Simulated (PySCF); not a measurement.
**Polarisability and C₆ of N²⁺ (nitrogen, charge +2)**

[He] 2s2 2p1, 2P determinant. All numbers are calculated (PySCF 2.14, the spin-free X2C one-electron Hamiltonian (Gaussian nucleus), in aug-cc-pVDZ-DK (4s3p2d, 23 functions)). Coupled (time-dependent) response in atomic units; α is the mean over directions. A double-zeta set is small for polarisabilities.

```json
{"method": "UHF", "mean α (bohr³)": "2.720", "α xx, yy, zz": "2.835, 2.491, 2.835", "C₆ (like pair)": "3.848", "S(−4)": "8.846"}
{"method": "PBE", "mean α (bohr³)": "2.593", "α xx, yy, zz": "2.716, 2.348, 2.716", "C₆ (like pair)": "3.662", "S(−4)": "6.775"}
{"method": "PBE0", "mean α (bohr³)": "2.608", "α xx, yy, zz": "2.731, 2.362, 2.731", "C₆ (like pair)": "3.685", "S(−4)": "6.949"}
{"method": "BLYP", "mean α (bohr³)": "2.595", "α xx, yy, zz": "2.722, 2.342, 2.722", "C₆ (like pair)": "3.647", "S(−4)": "6.860"}
{"method": "wB97X", "mean α (bohr³)": "2.655", "α xx, yy, zz": "2.786, 2.392, 2.786", "C₆ (like pair)": "3.798", "S(−4)": "7.007"}
```

S(−4) is the Cauchy moment in α(ω) = α(0) + S(−4) ω² + …

α(iu) at wB97X:

```csv
u (hartree),α(iu) (bohr³)
0,2.655
0.0500,2.637
0.100,2.587
0.200,2.410
0.300,2.176
0.500,1.701
0.750,1.248
1.00,0.9431
1.50,0.5874
2.00,0.3973
3.00,0.2131
5.00,0.08846
```

A single London oscillator, α(iu) = α/(1 + u²/ω²), gives C₆ = (3/4) ω α². Matching the computed C₆ needs ω = 4 × 3.798 / (3 × 2.655²) = 0.718 hartree.

For an ion, C₆ is the dispersion term alone; charge-induced terms of lower order in 1/R come first.

The components differ because the open shell of this determinant is not spherical; for a pure term their mean is the scalar polarisability.
